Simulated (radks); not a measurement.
Values are calculated unless marked as measured or tabulated.
Problem. The thallium ion Tl4+ is in [Xe] 4f14 5d9. Code: a radial shooting solver on a logarithmic mesh with Libxc functionals. Model: non-relativistic Kohn-Sham, PBE, spin-polarised, spherical densities, point nucleus. Open shells are filled with parallel spins first. One electron is removed from 5d, 5s, 4f, 5p in turn, with full relaxation. Which removal costs least, and what does each cost?

Solution. 5d 68.164 eV; 5p 123.01 eV; 5s 156.68 eV; 4f 191.73 eV. The 5d electron leaves first.
